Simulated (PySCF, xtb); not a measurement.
Cl3Tl, SMILES [Cl][Tl]([Cl])[Cl].

xtb with GFN2-xTB at its own geometry gives an orbital gap of 1.89 eV and a dipole moment of 0.00 D.

The structure is a stationary point at B3LYP-D3(BJ)/def2-SVP. The def2 effective core potentials stand for the cores of Tl; spin–orbit coupling is left out.

Task: What does PBE/def2-TZVPD (PySCF) give? (The exact figures need the calculation; the answer reports its results.)

Result: gap 2.87 eV (levels -8.05 and -5.18 eV), dipole 0.00 D.
